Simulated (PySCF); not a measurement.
## Vertical excitation energies

Species: Mg(CCH)2, C4H2Mg.
Cartesian coordinates in Å at the PBE0-D3(BJ)/def2-SVP level; atoms count from 1:
```
atom  x, y, z in Å
Mg1    0.0046    0.0104    0.0000
C2     0.0030   -0.0050    2.0201
C3    -0.0021   -0.0169    3.2450
H4    -0.0065   -0.0269    4.3217
C5     0.0001    0.0135   -2.0200
C6     0.0009    0.0128   -3.2450
H7     0.0001    0.0122   -4.3218
```

Level of theory: TDDFT B3LYP/def2-SVPD, vertical, gas phase, core orbitals frozen in the response in PySCF 2.14.0, density-fitted response routines.

| state | E (eV) | E (kJ/mol) | λ (nm) | f | \|μ\| (D) | main configurations (H = HOMO, L = LUMO) |
| --- | --- | --- | --- | --- | --- | --- |
| S1 | 5.27 | 509 | 235.2 | 0.0000 | 0.00 | H-1/H→L/L+1 (≥87%) |
| S2 | 5.34 | 515 | 232.3 | 0.0000 | 0.01 | H-3/H-2→L/L+1 (≥73%) |
| S3 | 5.34 | 515 | 232.3 | 0.0000 | 0.00 | H-1/H→L/L+1 (≥74%) |
| S4 | 5.34 | 515 | 232.3 | 0.0000 | 0.00 | H-1/H→L/L+1 (≥74%) |
| S5 | 5.42 | 522 | 229.0 | 0.0000 | 0.02 | H-3/H-2→L/L+1 (≥86%) |
| S6 | 5.42 | 522 | 229.0 | 0.0000 | 0.02 | H-3/H-2→L/L+1 (≥86%) |
| S7 | 5.81 | 561 | 213.3 | 0.0001 | 0.08 | H-1/H→L+2 (≥93%) |
| S8 | 5.81 | 561 | 213.3 | 0.0000 | 0.00 | H-1/H→L+2 (≥93%) |

Triplets (Tamm–Dancoff): T1 4.58 eV, H-1/H→L/L+1 (≥66%), H-3/H-2→L+4 (≥9%); T2 4.62 eV, H-3/H-2→L/L+1 (≥54%); T3 4.88 eV, H-1/H→L/L+1 (≥62%); T4 4.88 eV, H-1/H→L/L+1 (≥62%).

The lowest singlet comes at 235 nm (509 kJ/mol) in the ultraviolet; it is dark (f under 0.0005); its leading configuration is HOMO-1/HOMO→LUMO/LUMO+1 (≥87%). The largest oscillator strength of a single state is 0.0001. S2/S3/S4, S5/S6 and S7/S8 lie within about 0.01 eV of each other in each set; the point group D∞h has degenerate representations, and within a degenerate level the listed configurations can mix freely. Löwdin shares by element: HOMO (one of a set within 0.03 eV) carbon 90%; LUMO (one of a set within 0.03 eV) magnesium 53%, carbon 35% or more. Of the 8 states listed, none reaches f = 0.01 and 8 stay under 0.0005. The listed states span 0.54 eV, and the widest gap between neighbours is 0.40 eV (S6 to S7). Orbitals of the list HOMO-3 to LUMO+2 that lie within 0.01 eV of each other are written together with a slash and their weights summed (≥ marks a lower bound); for degenerate orbitals outside that list single weights are arbitrary. Singlets were solved by full linear response, triplets in the Tamm–Dancoff approximation. The highest level found (5.92 eV, f 0.103 so far) is left out, since the window may have cut off a degenerate partner.
